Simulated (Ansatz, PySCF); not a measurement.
Process, species as SMILES: FB(F)[SiH3] → F[B]F + [SiH3] (SiH3) (the B-Si bond at the site shown breaks; other sites are not compared here)
Structures are relaxed separately at B3LYP-D3(BJ)/def2-TZVP in Ansatz (an electronic-structure program).

Wanted: bond dissociation energy (enthalpy at 298 K, with B3LYP-D3(BJ) rigid-rotor harmonic-oscillator terms from PySCF), in eV. Valence correlation only, unless marked. UHF or UKS for open shells. Spin-orbit coupling is left out. No relativistic terms. Basis-set limits of correlation are two-point, X^-3; Hartree-Fock from the larger set.

Level to compare with: CCSD(T)/CBS(cc-pV(T+d)Z,cc-pV(Q+d)Z) (Ansatz), 3.82 eV. It is a level with limits of its own, and the differences hold the functionals' basis error too.

Question: Rank these functionals by how close they come to CCSD(T)/CBS(cc-pV(T+d)Z,cc-pV(Q+d)Z), closest first: B97M-V/def2-TZVPD (Ansatz); B3LYP/def2-TZVPD (Ansatz); CAM-B3LYP/def2-TZVPD (Ansatz).

Answer: B97M-V/def2-TZVPD (meta-GGA with VV10, 3.78 eV, difference -0.04), CAM-B3LYP/def2-TZVPD (range-separated hybrid, 3.67 eV, difference -0.15), B3LYP/def2-TZVPD (global hybrid, 3.57 eV, difference -0.25)
